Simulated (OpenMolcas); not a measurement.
# Levels of F⁵⁺ by method

```json
{"Program": "OpenMolcas 26.06", "Basis": "ANO-R3 [4s4p2d1f]", "Scalar Hamiltonian": "X2C, finite nucleus", "Active space": "2 electrons in 4 orbitals (2s 2p)", "State averaging": "2S+1 = 3 even, 3 roots; 2S+1 = 1 even, 7 roots (6 in the spin-orbit step); 2S+1 = 3 odd, 3 roots; 2S+1 = 1 odd, 3 roots", "Spin-orbit coupling": "RASSI with atomic mean-field integrals over the reference wave functions, term energies averaged over their components"}
```

Methods on the same reference wave functions:
A. CASSCF
B. SS-CASPT2, IPEA 0.25 Eh, imaginary shift 0.1 Eh (closed shells correlated: 1s)

Energies in cm⁻¹ above 2s² ¹S₀, the measured ground level; measured values from Moore, Atomic Energy Levels, vol. I, NSRDS-NBS 35 (1971 reprint of NBS Circular 467, 1949).

```tsv
Level	A	B	Measured
2s² ¹S₀	0.0	0.0	0.0
2s 2p ³P°₀	97516	96993	
2s 2p ³P°₁	97789	97266	96861
2s 2p ³P°₂	98342	97819	97437
2s 2p ¹P°₁	199230	189532	
2p² ³P₀	253895	252212	
2p² ³P₁	254168	252485	251635
2p² ³P₂	254709	253024	252145
```

Deviations, from unrounded energies. A percentage is the sum of absolute deviations over the sum of measured energies, with the sign that they share, or ± where signs differ.

```tsv
Against measurement	Levels	A	B
mean absolute deviation (cm-1)	4	1700	630
other configurations (%)	4	+1.0	+0.4
```

B lies closest to measurement on these levels. The largest miss of B in the table is 2p² ³P₂, by +880 cm-1. The ranking rests on the paired levels alone, and a cruder setting can come out closer through cancelling errors.

The lowest spin-free term lies below A's lowest term by 0.014 hartree in B.

Measured partners are found by configuration, term and J. A level has none where our copy of the source lacks it or the pairing is in doubt (some pairs that miss far off the trend of their configuration count as doubtful), and it then counts in no deviation. Levels of configurations outside the active space are missing. Levels that lie high or do not pair safely by name in every column are left out.

° marks odd parity.
